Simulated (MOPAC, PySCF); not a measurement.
H$_{4}$AlClSi, SMILES `[SiH2](Cl)[AlH2]` (H–Al–Si–Cl torsion 87°), neutral singlet in the gas phase. 

Cartesian coordinates (Å):
SMILES: [AlH2][SiH2]Cl
```xyz
7

Al     1.4324     0.1144     0.0614
Si    -0.9935    -0.2740     0.1075
Cl    -1.6886     1.2459    -1.1441
H      2.0824     1.1288     1.0931
H      2.3173    -0.5668    -1.0648
H     -1.6736    -0.0914     1.4181
H     -1.4765    -1.5568    -0.4713
```
Charge 0, multiplicity 1.

All levels are single points at this geometry (PBE0-D4/def2-TZVP); Pople sets use spherical d functions. Orbital energies aren't observables, and empty levels follow the basis.

SVWN5/6-31G* in PySCF gives dipole (D) = 2.05.

### Question
Estimate the dipole (D) from each of these levels: PBE0-D4/def2-TZVP in PySCF; B3LYP/6-311+G** in PySCF; B3LYP/LANL2DZ in PySCF; BP86/6-31G* in PySCF; M06-2X/6-31G* in PySCF; PBE/6-31G* in PySCF; HF/STO-3G in PySCF; AM1 in MOPAC.

### Answer

```json
[
 {"level": "PBE0-D4/def2-TZVP in PySCF", "dipole (D)": "1.71"},
 {"level": "B3LYP/6-311+G** in PySCF", "dipole (D)": "2.24"},
 {"level": "B3LYP/LANL2DZ in PySCF", "dipole (D)": "2.86"},
 {"level": "BP86/6-31G* in PySCF", "dipole (D)": "2.05"},
 {"level": "M06-2X/6-31G* in PySCF", "dipole (D)": "2.42"},
 {"level": "PBE/6-31G* in PySCF", "dipole (D)": "2.03"},
 {"level": "HF/STO-3G in PySCF", "dipole (D)": "4.02"},
 {"level": "AM1 in MOPAC", "dipole (D)": "1.92"}
]
```
